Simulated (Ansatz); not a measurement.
Reaction (formal exchange of groups at a Ge–Al bond): `[F][AlH][GeH3]` + ethylene → `C=[CH][GeH3]` + `[F][AlH2]`

Calculated with Ansatz (gas phase, PBE0-D4/def2-TZVP geometries, no zero-point term in ΔE). CCSD(T)/CBS is the MP2 limit (def2-TZVPP, def2-QZVPP) plus CCSD(T) − MP2 in def2-TZVPP, frozen cores. This one scheme is used for every species. DFT in def2-TZVPP. B3LYP here is the variant with VWN-RPA as its local correlation; programs differ in this. HSE06 is defined as in plane-wave codes. For Ge outer-core shells are correlated without core-valence functions, which leaves a few kJ/mol of doubt a bond. Scalar relativity is left out up to krypton.

**Question.** Is it downhill or uphill in electronic energy at CCSD(T)/CBS, and by how much? (Best estimate.)

**Answer.** Computed: Uphill: ΔE = +41.2 kJ/mol.

**Question.** What do these levels give: PBE-D4, HSE06-D4, CAM-B3LYP-D4, B2PLYP, PBE-QIDH, B3LYP, r2SCANh, r2SCAN0, BHLYP, HF/def2-SVP, HF/CBS(def2), MP2/CBS(def2)? (An estimate is asked.)

**Answer.** Ansatz gave: PBE-D4 51.2, HSE06-D4 49.5, CAM-B3LYP-D4 41.5, B2PLYP 41.8, PBE-QIDH 42.2, B3LYP 47.8, r2SCANh 47.5, r2SCAN0 47.2, BHLYP 44.3, HF/def2-SVP 37.8, HF/CBS(def2) 38.2, MP2/CBS(def2) 34.5 kJ/mol.

Largest T1 diagnostic among the species: 0.013.

From BLYP to BHLYP (50 % exact exchange), in def2-TZVPP and without D4, ΔE moves by −5.2 kJ/mol. The D4 term adds −3.5 kJ/mol with B3LYP and −1.8 kJ/mol with PBE0; it sums over pairs of atoms, weighted by their polarisabilities, and B3LYP, whose exchange is more repulsive, gets the larger term.
